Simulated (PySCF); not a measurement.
Species: C₄H₃F₃N₂O.
Z-matrix (Å and degrees, PBE0-D3(BJ)/def2-SVP geometry), rows numbered from 1:
```
F 
C   1  1.3332
F   2  1.3179  1  108.67
F   2  1.3299  1  107.25  3  -117.63
O   2  1.3487  1  112.22  3   118.92
C   5  1.3710  2  117.40  1    60.39
C   6  1.4118  5  128.58  2   -71.09
N   7  1.3244  6  110.22  5  -176.80
N   8  1.3274  7  105.33  6     0.35
C   9  1.3515  8  113.95  7    -0.41
H   7  1.0882  6  128.62  5     3.55
H   9  1.0118  8  119.18  7   179.40
H  10  1.0867  6  131.60  5    -2.80
```

Jobs on this species (13 atoms, 76 electrons) with PySCF (density fitting). Hardware of each: one thread, Arm Neoverse V1 (aarch64), no GPU, shared host. Times come from a shared host and carry two figures at best. Peak memory is the resident size of the whole Python process, interpreter and libraries included.

```
                     level and settings                                                                                                 work  basis functions  SCF cycles  wall time  peak memory
        PBE0/pcSseg-1, IEF-PCM methanol                                                                   shieldings, ring-centre shieldings              185           ?          ?            ?
    wB97X-D/def2-SVPD, IEF-PCM methanol                                                             6 singlets by full TDDFT, polarisability              236           ?          ?            ?
    PBE0/pcSseg-1, IEF-PCM acetonitrile                                      shieldings, ring-centre shieldings, charges and field gradients              185           ?          ?            ?
wB97X-D/def2-SVPD, IEF-PCM acetonitrile                                                             6 singlets by full TDDFT, polarisability              236          14       74 s      1.1 GiB
     PBE0-D3(BJ)/def2-SVP, grid level 1                                         geometry optimisation from a GFN2-xTB start shaken at random              155         186    5.5 min     0.60 GiB
                      wB97X-D/def2-SVPD  6 singlets by full TDDFT, polarisability, dynamic polarisability, density and orbital grids written              236          14    1.7 min      1.0 GiB
```

Problem. Fill in the missing figures.

Solution. 
- PBE0/pcSseg-1, IEF-PCM methanol; shieldings, ring-centre shieldings: 28 s, 0.93 GiB, 14 SCF cycles
- wB97X-D/def2-SVPD, IEF-PCM methanol; 6 singlets by full TDDFT, polarisability: 72 s, 1.1 GiB, 14 SCF cycles
- PBE0/pcSseg-1, IEF-PCM acetonitrile; shieldings, ring-centre shieldings, charges and field gradients: 29 s, 0.92 GiB, 14 SCF cycles

Problem. What do all jobs in the table cost together?

Solution. About 11 min; the longest takes about 52 % of that, and about 12 times as long as the shortest.
